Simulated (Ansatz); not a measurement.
Relaxation of F3HOTi (6 atoms, charge 0, multiplicity 1), to a largest force component of 0.02 eV/Å in at most 40 steps.

Theory: RHF/def2-SVP in Ansatz 0.2.0.

```xyz
6
Properties=species:S:1:pos:R:3
Ti 0.000 0.000 0.000
O 0.000 0.000 1.920
H -0.909 -0.281 2.257
F 1.726 0.000 -0.609
F -0.862 1.493 -0.609
F -0.862 -1.493 -0.609
```

Task: Where does it end, and by what steps?

Result: The run converged. After 9 steps the energy has fallen by 1.219 eV; H3 moved furthest, 0.55 Å.

| step | energy less start (eV) | largest force component (eV/Å) | accepted |
| --- | --- | --- | --- |
| 0 | 0.0000 | 3.519 | yes |
| 1 | -1.0456 | 1.188 | yes |
| 2 | -1.1081 | 0.408 | yes |
| 3 | -1.1660 | 0.306 | yes |
| 4 | -1.1505 | 1.893 | no |
| 5 | -1.1926 | 0.212 | yes |
| 6 | -1.2077 | 0.162 | yes |
| 7 | -1.2181 | 0.095 | yes |
| 8 | -1.2189 | 0.034 | yes |
| 9 | -1.2190 | 0.004 | yes |

```xyz
6
Properties=species:S:1:pos:R:3
Ti -0.083 -0.026 -0.034
O -0.344 -0.108 1.669
H -0.502 -0.154 2.598
F 1.612 0.000 -0.383
F -0.803 1.407 -0.684
F -0.788 -1.400 -0.817
```

Whether the end is a true minimum wasn't checked by a vibrational analysis.

Run time: 23 s on 1 thread of Arm Neoverse V2 (shared host), peak memory 0.18 GiB.
